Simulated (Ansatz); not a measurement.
Ansatz (a first-principles code) input (B3LYP-D3(BJ)/def2-TZVP):

Ansatz 0.2 input:
```yaml
crystal:
  periodic: [false, false, false]
  atoms:
    - {symbol: Si, position_ang: [-0.48262872, 0.08283549, 0.05517322]}
    - {symbol: O, position_ang: [0.86022873, -0.40402820, 0.83649038]}
    - {symbol: C, position_ang: [2.15013145, -0.39224200, 0.30275697]}
    - {symbol: N, position_ang: [-1.61349640, 0.07566973, 1.37122671]}
    - {symbol: N, position_ang: [-0.26717757, 1.64791452, -0.65216947]}
    - {symbol: N, position_ang: [-0.78954413, -0.93133514, -1.31811650]}
    - {symbol: H, position_ang: [2.84101848, -0.69192810, 1.09270059]}
    - {symbol: H, position_ang: [2.22933647, -1.08997996, -0.53375296]}
    - {symbol: H, position_ang: [2.41372908, 0.60497550, -0.05395724]}
    - {symbol: H, position_ang: [-1.36665813, -0.45514891, 2.18929961]}
    - {symbol: H, position_ang: [-2.58854868, -0.05053968, 1.16083291]}
    - {symbol: H, position_ang: [-0.05205159, 2.39579926, -0.01235324]}
    - {symbol: H, position_ang: [-0.95565539, 1.96658235, -1.31271987]}
    - {symbol: H, position_ang: [-1.53772987, -0.68929211, -1.94455701]}
    - {symbol: H, position_ang: [-0.77757868, -1.92757914, -1.17217646]}
basis:
  gaussian:
    orbitals: def2-TZVP
hamiltonian:
  xc: b3lyp
  dispersion: d3bj
relax: {f_tol: 0.002, max_steps: 150}
```

End of the output:

```
1453 factors; their error is unknown
mean field: 1.67 GiB planned
mean field -15586.75610909 eV, -572.8027219261 hartree, gradient 2.1e-5 eV, S^2 0.000000; 0 other end points of the search recorded, 0 dependent functions left out
the calculation of the forces begins
reference -15586.75641567 eV, -572.8027331928 hartree; 29, 29 occupied and 217, 217 virtual orbitals, 1453 factors
relax step  16: F+E_penalty+E_count = -15587.31839089 eV  Δ(F+E_penalty+E_count) = -2.158e-6 eV  max|allowed force component| = 1.583e-3 eV/Å  Δτ_max = 0.0043 Å  (33 SCF iters, accepted)
integrals: 0.20 GiB planned
1453 factors; their error is unknown
mean field: 1.67 GiB planned
mean field evaluation 128: about -15586.7561 eV, gradient 5.2e-3 eV
mean field -15586.75610909 eV, -572.8027219261 hartree, gradient 2.1e-5 eV, S^2 0.000000; 1 other end points of the search recorded, 0 dependent functions left out
the calculation of the forces begins
reference -15586.75641567 eV, -572.8027331928 hartree; 29, 29 occupied and 217, 217 virtual orbitals, 1453 factors
Total energy: -15587.31869747 eV, -572.8233966679 hartree
Atom 0 at    -0.522509     0.085027     0.116925 Å, force     0.000090     0.000046     0.000398 eV/Å
Atom 1 at     0.867822    -0.415263     0.848396 Å, force     0.000493     0.000698    -0.000320 eV/Å
Atom 2 at     2.130283    -0.422618     0.212378 Å, force    -0.000427    -0.001583    -0.000953 eV/Å
Atom 3 at    -1.611310     0.075195     1.437123 Å, force     0.000540    -0.000004    -0.000449 eV/Å
Atom 4 at    -0.590070     1.654088    -0.556025 Å, force    -0.000380    -0.000075    -0.000268 eV/Å
Atom 5 at    -0.731021    -0.939265    -1.249894 Å, force    -0.000159    -0.000171     0.000535 eV/Å
Atom 6 at     2.855682    -0.864857     0.896405 Å, force    -0.000554     0.000388     0.000305 eV/Å
Atom 7 at     2.112975    -1.008809    -0.711518 Å, force     0.000393     0.000143    -0.000027 eV/Å
Atom 8 at     2.456575     0.594106    -0.030318 Å, force    -0.000031     0.000342     0.000481 eV/Å
Atom 9 at    -1.416333    -0.499935     2.240098 Å, force    -0.000272    -0.000147     0.000104 eV/Å
Atom 10 at    -2.598324     0.220750     1.306243 Å, force    -0.000050     0.000123     0.000060 eV/Å
Atom 11 at    -0.686203     2.463427     0.034131 Å, force     0.000039     0.000220     0.000336 eV/Å
Atom 12 at    -0.173976     1.872003    -1.445842 Å, force     0.000052    -0.000029    -0.000003 eV/Å
Atom 13 at    -1.449182    -0.740129    -1.927868 Å, force     0.000203    -0.000349     0.000025 eV/Å
Atom 14 at    -0.581035    -1.932016    -1.161556 Å, force     0.000063     0.000398    -0.000225 eV/Å
Dipole moment:    -0.116534    -0.030318    -0.203860 e Å
```
